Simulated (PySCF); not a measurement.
CH₉GeNSi, singlet, geometry from GFN2-xTB. Base run: PBE0/6-31G, polarisability in PySCF.

Here is a job for PySCF.
```python
from pyscf import gto, scf, dft
from pyscf.prop import polarizability

mol = gto.M(
    atom='''
Si   -1.20698181    1.58575365    0.21515013
N    -0.63131208    0.00826534   -0.20745740
C    -1.59026088   -1.08015774   -0.17785358
Ge    1.11715766   -0.49203245   -0.02817648
H    -2.40516072    1.80102674   -0.60069293
H    -1.56242501    1.70537196    1.63896376
H    -0.11962846    2.50375062   -0.11480321
H    -2.53205415   -0.76220232   -0.62563288
H    -1.20414188   -1.93057013   -0.74619189
H    -1.79812715   -1.42351763    0.84169280
H     1.43035016   -1.01025140    1.35295848
H     1.33247692   -1.61049763   -1.00648873
H     1.96816052    0.69446645   -0.33093634
''',
    basis='6-31g',
    verbose=4,
)

mf = dft.RKS(mol)
mf.xc = 'pbe0'
mf.kernel()
alpha = mf.Polarizability().polarizability()[2, 2]
print('alpha_zz =', alpha)
```

Each row names what was changed in the base input (with any setting that the change needs).

```csv
change,alpha_zz (bohr³),basis functions,core-seconds (rough)
base,54.18,76,30
"functional = lda,vwn",(withheld),76,20
finite field (a.u.) = 0.005; conv_tol = 1e-11,54.18,76,30
finite field (a.u.) = 0.001; conv_tol = 1e-11,54.18,76,20
finite field (a.u.) = 0.05; conv_tol = 1e-11,54.51,76,30
basis = STO-3G,25.49,46,20
functional = camb3lyp,53.59,76,80
basis = def2-SVP,(withheld),(withheld),60
basis = 6-31G*,54.46,96,40
basis = cc-pVDZ,60.59,118,50
finite field (a.u.) = 2e-4; conv_tol = 1e-6,47.63,76,10
finite field (a.u.) = 2e-4; conv_tol = 1e-11,54.18,76,30
```

Task: Some entries are withheld; supply them.

Result: 
- functional = lda,vwn, alpha_zz (bohr³): 56.20
- basis = def2-SVP, alpha_zz (bohr³): 60.06
- basis = def2-SVP, basis functions: 123

Finite-field rows take the second difference of the energy in a field along z; a small field with loose convergence shows SCF noise divided by the square of the field, and a large one adds hyperpolarisability.
